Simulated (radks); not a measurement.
Values are calculated unless marked as measured or tabulated.
Q: The table gives one normalised radial function P(r) = r R(r) (large component) of Eu36+ in [Ar] 3d9 (r in bohr). Level of theory: Dirac Kohn-Sham, PBE, spin-unpolarised, spherical densities, finite nucleus; open shells are shared between the two j in proportion to 2j + 1; Fermi nuclear charge, rms radius 5.1115 fm (a radial shooting solver on a logarithmic mesh with Libxc functionals).

r	P
0.001921	0.0119
0.002384	0.0179
0.002982	0.0271
0.003701	0.0404
0.004593	0.0598
0.005747	0.0891
0.007132	0.1298
0.008923	0.1895
0.01107	0.2693
0.01385	0.3807
0.0172	0.5199
0.02134	0.6908
0.0267	0.8935
0.03314	1.0922
0.04146	1.2588
0.05145	1.3185
0.06437	1.1937
0.07989	0.8227
0.09915	0.1847
0.124	-0.6805
0.154	-1.5186
0.1926	-2.1154
0.239	-2.2198
0.2991	-1.8280
0.3712	-1.1856
0.4606	-0.5846
0.5763	-0.1987
0.7153	-0.0467

Which n and l does it have? It may be an empty orbital.

A: n = 3, l = 1: the number of nodes gives n - l - 1 = 1, the rise at small r points to l (this Dirac orbital starts outside the nucleus as r^gamma with gamma = sqrt((l + 1)^2 - (Z/c)^2) = 1.95; the j = 3/2 orbital of l + 1 starts with the same power, but with a smaller coefficient, and then steepens), and the extent must fit the shell. The curve is that of 3p3/2; the two j differ most near the nucleus, where j = l - 1/2 has the larger amplitude, and in heavy atoms j = l - 1/2 is also the more compact. 3p3/2: eigenvalue -2859.9 eV, 1 radial node at r = 0.104 bohr, <r> = 0.244 bohr, 90 % of the charge inside 0.363 bohr.
